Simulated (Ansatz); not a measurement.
Correlation energies of Ge3H10Si, SMILES `[GeH3][SiH2][GeH2][GeH3]` by basis set

| atom | x (Å) | y (Å) | z (Å) |
| --- | --- | --- | --- |
| Ge1 | 0.1429 | 2.2546 | -0.8056 |
| Si2 | -0.7060 | 1.0694 | 1.0743 |
| Ge3 | -0.9821 | -1.2259 | 0.5134 |
| Ge4 | 1.0975 | -2.1273 | -0.3458 |
| H5 | -0.7888 | 2.0698 | -2.0153 |
| H6 | 0.2710 | 3.7590 | -0.5130 |
| H7 | 1.5318 | 1.7109 | -1.1817 |
| H8 | -2.0004 | 1.6646 | 1.5070 |
| H9 | 0.2607 | 1.1809 | 2.2012 |
| H10 | -2.0701 | -1.3630 | -0.5686 |
| H11 | -1.4314 | -2.0409 | 1.7410 |
| H12 | 1.4868 | -1.3941 | -1.6401 |
| H13 | 0.9654 | -3.6285 | -0.6501 |
| H14 | 2.2227 | -1.9294 | 0.6832 |

Charge 0, multiplicity 1. Correlated methods include outer-core shells of Ge, which these sets cover unevenly. Scalar relativity is left out up to krypton. The structure was optimised at the PBE0-D4/def2-TZVP level. It is one conformer, not always the lowest. Frozen core, restricted reference, Ansatz.

| basis | HF (Eh) | MP2 corr. |
| --- | --- | --- |
| def2-SVP | -6519.97211 | -0.81355 |
| def2-TZVPP | -6520.86800 | -0.92368 |
| def2-QZVPP | -6521.00300 | -1.72476 |

Question: Estimate the CCSD correlation energy and the (T) correction in each basis where they were run (hartree).

Answer: 
| basis | CCSD corr. | (T) |
| --- | --- | --- |
| def2-SVP | -0.86176 | -0.02521 |
| def2-TZVPP | -0.97924 | -0.03494 |
